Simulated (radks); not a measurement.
Coulomb parameter of the 4d shell of the technetium ion Tc2+ in the model configuration [Kr] 4d4 5s1, as a second difference U = [E(n + 1) + E(n - 1) - 2 E(n)] / (1)^2 with all orbitals relaxed. "Bare": the charge of the atom changes with n. "Screened": the 5s shell takes up the change at fixed total charge, which measures U(4d,4d) + U(5s,5s) - 2 U(4d,5s). Calculated with a radial shooting solver on a logarithmic mesh with Libxc functionals: scalar-relativistic Kohn-Sham, BLYP, spin-unpolarised, spherical densities, finite nucleus; Fermi nuclear charge, rms radius 4.4112 fm.

case         configuration  E - E(n) (eV)
start         [Kr] 4d4 5s1          0.000
bare +1       [Kr] 4d5 5s1        -19.600
bare -1       [Kr] 4d3 5s1         31.930
screened +1       [Kr] 4d5         -4.630
screened -1   [Kr] 4d3 5s2          6.400

U(bare) = 12.330 eV, U(screened by 5s) = 1.771 eV, against the Slater integral F0(4d,4d) = 15.782 eV with frozen orbitals.
